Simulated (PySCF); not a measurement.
H2, SMILES [H][H].

Geometry optimised at PBE0-D3(BJ)/def2-TZVPD.

Computed with TDDFT-PBE/def2-TZVPD in PySCF.

Vertical excitations; the highest root listed may be one member of a degenerate set.  State labels are in the subgroup D2h.

```tsv
state	symmetry	energy (eV)	λ (nm)	f	main pairs
S1	B1u	11.95	104	0.326	HOMO→LUMO 96 %
S2	B3u	13.33	93	0.363	HOMO→LUMO+2 (degenerate set)
S3	B2u	13.33	93	0.363	HOMO→LUMO+1 (degenerate set)
S4	Ag	14.93	83	0.000	HOMO→LUMO+3 94 %
S5	B3g	16.45	75	0.000	HOMO→LUMO+5 (degenerate set)
S6	B2g	16.45	75	0.000	HOMO→LUMO+4 (degenerate set)
S7	B1u	18.27	68	0.251	HOMO→LUMO+6 94 %
S8	Ag	19.21	65	0.000	HOMO→LUMO+7 94 %
S9	B1u	30.73	40	0.081	HOMO→LUMO+8 98 %
S10	B2u	46.69	27	0.347	HOMO→LUMO+9 100 %
T1	B1u	9.97	124	0	HOMO→LUMO 98 %
T2	B2u	12.22	101	0	HOMO→LUMO+1 (degenerate set)
T3	B3u	12.22	101	0	HOMO→LUMO+2 (degenerate set)
T4	Ag	13.40	93	0	HOMO→LUMO+3 100 %
```
Triplets are in the Tamm–Dancoff approximation, which puts them higher than full response would, so one can lie above its singlet here.
